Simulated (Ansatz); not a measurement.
CH₄F₂N₂Si (`N[SiH](F)/N=C/F`), 10 atoms. Charge 0, multiplicity 1. All runs use 4 threads of an Intel Xeon 6975P-C on a shared host. Correlated methods freeze the cores.

Problem. How many basis functions does each run have, and how long does it take in Ansatz? RHF-CCSD(T)/def2-TZVPP energy; direct RPA on PBE orbitals/def2-TZVPP energy; RKS ωB97M-V/def2-SVP energy; RKS PBE0-D4/def2-QZVPP energy; RKS B2PLYP (frozen core)/def2-TZVPP energy; RKS ωB97M-V/def2-QZVPP energy; RKS revPBE-D4/def2-TZVPP energy; RKS BLYP-D4/def2-TZVPP energy; RKS PBE0-D4/def2-TZVP frequencies; RKS PBE0-D4/def2-SVP energy; RKS PBE0-D4/def2-TZVP relaxation (14 steps); RKS CAM-B3LYP-D4/def2-TZVPP energy. (An estimate is asked.)

Solution. Computed: Other jobs shared the machine, so times are rough.

| level | job | functions | wall time | peak host memory (GiB) |
| --- | --- | --- | --- | --- |
| RKS PBE0-D4/def2-SVP | energy | 108 | 0.6 s | 0.45 |
| RKS revPBE-D4/def2-TZVPP | energy | 253 | 1.1 s | 0.33 |
| RKS BLYP-D4/def2-TZVPP | energy | 253 | 1.1 s | 0.33 |
| RKS CAM-B3LYP-D4/def2-TZVPP | energy | 253 | 1.9 s | 0.71 |
| RKS ωB97M-V/def2-SVP | energy | 108 | 1.9 s | 0.45 |
| RKS B2PLYP (frozen core)/def2-TZVPP | energy | 253 | 2.9 s | 0.68 |
| direct RPA on PBE orbitals/def2-TZVPP | energy | 253 | 3 s | 0.6 |
| RKS PBE0-D4/def2-QZVPP | energy | 475 | 4.7 s | 1.7 |
| RKS ωB97M-V/def2-QZVPP | energy | 475 | 9 s | 2 |
| RKS PBE0-D4/def2-TZVP | relaxation (14 steps) | 216 | 27 s | 0.61 |
| RHF-CCSD(T)/def2-TZVPP | energy | 253 | 51 s | 6.7 |
| RKS PBE0-D4/def2-TZVP | frequencies | 216 | 78 s | 0.61 |
